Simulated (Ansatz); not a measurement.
Coupled-cluster diagnostics for the cluster Mg3Zn⁺, Ansatz.

Geometry of the doublet (PBE/def2-TZVP):

| atom | x (Å) | y (Å) | z (Å) |
| --- | --- | --- | --- |
| Mg1 | 2.183 | -0.318 | -0.208 |
| Mg2 | -2.021 | -0.662 | -0.621 |
| Mg3 | -0.136 | -0.403 | 1.727 |
| Zn4 | -0.026 | 1.383 | -0.897 |

Correlated methods freeze 12 core orbitals; core or outer-core shells of Mg are correlated, in sets that lack core-valence functions. The structure comes from a short search, and lower isomers may exist.

Problem. Estimate the CCSD(T) correlation energy, the shares of MP2 and (T), T1 and the reference's ⟨S²⟩ for: charge 1, doublet, own geometry in def2-TZVP; and the rough time on 4 threads of Arm Neoverse V1 on a shared host.

Solution. 
| state | basis | correlation (eV) | MP2 share (%) | (T) share (%) | T1 | ⟨S²⟩ (pure) | wall time | remarks |
| --- | --- | --- | --- | --- | --- | --- | --- | --- |
| charge 1, doublet, own geometry | def2-TZVP | -26.979 | 97.8 | 2.3 | 0.028 | 1.04 (0.75) | 3 min | spin-contaminated (⟨S²⟩ 1.04) |
Customary marks for T1 are 0.02 (closed shells), 0.045 (open shells) and about 0.05 (3d metals). T1 exceeds 0.02 in 1 of 1 rows and 0.045 in 0; the higher it lies, the less the single-reference result can be trusted.
